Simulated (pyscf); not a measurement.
`[O]=[SnH]`, doublet

Gas-phase minimum from PySCF at ωB97X-D3(BJ)/def2-SVP, one conformer. 

SMILES: [O]=[SnH]
```xyz
3

O      0.6892    -0.1680    -1.2982
Sn     1.5930     0.6467     0.2532
H      0.6703    -0.4052     1.3467
```
Charge 0, spin multiplicity 2.

Bond lengths (Å): O1–Sn2 1.972, Sn2–H3 1.776. Angles (°): O1–Sn2–H3 90.1.

Properties at ωB97X-D3(BJ)/def2-SVP:

| Quantity | Result |
|---|---|
| Harmonic wavenumbers, unscaled | 461, 584, 1737 cm⁻¹ |
| Zero-point energy | 4.0 kcal/mol |
| Rotational symmetry number | 1 |
| Entropy of this conformer at 298 K and 1 atm, rigid rotor and harmonic oscillator, modes under 100 cm⁻¹ raised to 100 | 267.8 J/(mol K) |
| Dipole moment | 2.60 D |
| Spin expectation value S2 | 0.762 |

Single-point totals, which compare only within one level (frozen core for MP2 and CC):

```
level                   total energy (hartree)
----------------------  ----------------------
ωB97X-D3(BJ)/def2-TZVP              -290.16239
PBE/def2-TZVP                       -290.01576
r²SCAN/def2-TZVP                    -290.13425
B3LYP-D3(BJ)/def2-TZVP              -290.16986
PBE0-D3(BJ)/def2-TZVP               -290.01132
M06-2X/def2-TZVP                    -289.97982
ωB97M-D3(BJ)/def2-TZVP              -290.13675
UHF/def2-TZVPP                      -288.78344
MP2/def2-TZVPP                      -289.27957
CCSD/def2-TZVPP                     -289.29440
CCSD(T)/def2-TZVPP                  -289.31213
```

The CCSD(T) − MP2 part came from Ansatz, without density fitting, on the same reference. The frozen core leaves the outer d or s,p core shells of the metals and heavy elements correlated in the MP2 and CC values, and def2-TZVPP describes them poorly, so these totals are far from the basis limit. Elements past Kr carry the def2 core potentials, without spin-orbit coupling.
